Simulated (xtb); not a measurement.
C2H9FOSi2, SMILES C[C@H]([SiH3])[Si@H](O)F. All values are semi-empirical tight-binding results from xtb (GFN2-xTB unless named), good for trends rather than for accurate numbers. Coordinates come from a GFN2-xTB optimisation. The structure was generated by enumeration; whether it is a known compound was not checked. One conformer was computed; it need not be the lowest.

Task: Estimate the properties. (Estimate from the structure and the level; the computed values follow.)

Result: 
```yaml
orbital_gap: 5.58 eV
dipole_moment: 1.52 D
zero_point_energy: 65.0 kcal/mol
G − E(el) at 298.15 K (modified RRHO): 43.3 kcal/mol
static polarisability (D4 model): 90.1 bohr³
solvation energy, GFN2-xTB/ALPB(water): -4.4 kcal/mol
solvation energy, GFN2-xTB/ALPB(methanol): -5.7 kcal/mol
```
